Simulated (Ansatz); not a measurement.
Correlation energies of `C[NH][Hf]([NH]C)([NH]C)[NH]C` by basis set

```tsv
atom	x (Å)	y (Å)	z (Å)
C1	-2.6075	-1.1331	1.0284
N2	-1.6936	-1.1732	-0.0918
Hf3	0.0945	-0.2041	-0.3672
N4	0.4298	-0.0011	-2.3748
C5	-0.4807	0.6837	-3.2687
N6	1.5737	-1.3483	0.4695
C7	2.8600	-0.9150	0.9730
N8	0.1358	1.6256	0.5620
C9	0.0297	1.8286	1.9913
H10	-3.5846	-0.7052	0.7672
H11	-2.1978	-0.5080	1.8282
H12	-2.7868	-2.1253	1.4639
H13	-2.0694	-1.7373	-0.8439
H14	1.2300	-0.3694	-2.8688
H15	-0.8756	0.0303	-4.0576
H16	-0.0248	1.5553	-3.7565
H17	-1.3485	1.0558	-2.7110
H18	1.4246	-2.3317	0.6534
H19	2.9780	0.1616	0.8182
H20	3.7003	-1.4054	0.4638
H21	2.9775	-1.0957	2.0499
H22	0.2284	2.5059	0.0739
H23	-0.8771	2.3762	2.2818
H24	-0.0067	0.8624	2.5081
H25	0.8909	2.3674	2.4078
```

Total charge 0; spin multiplicity 1. Correlated methods include outer-core shells of Hf, which these sets cover unevenly. Hf: def2 effective core potential. The structure was optimised at the PBE0-D4/def2-TZVP level. It is one conformer, not always the lowest. Frozen core, restricted reference, the Gaussian-basis code of Ansatz.

```tsv
basis	HF (Eh)	MP2 corr.
def2-SVP	-425.88653	-1.49876
def2-TZVPP	-426.33601	-1.89586
def2-QZVPP	-426.35531	-2.04740
```

Task: Estimate the CCSD correlation energy and the (T) correction in each basis where they were run (hartree).

Result: 
| basis | CCSD corr. | (T) |
| --- | --- | --- |
| def2-SVP | -1.58885 | -0.05024 |
| def2-TZVPP | -1.96126 | -0.08134 |
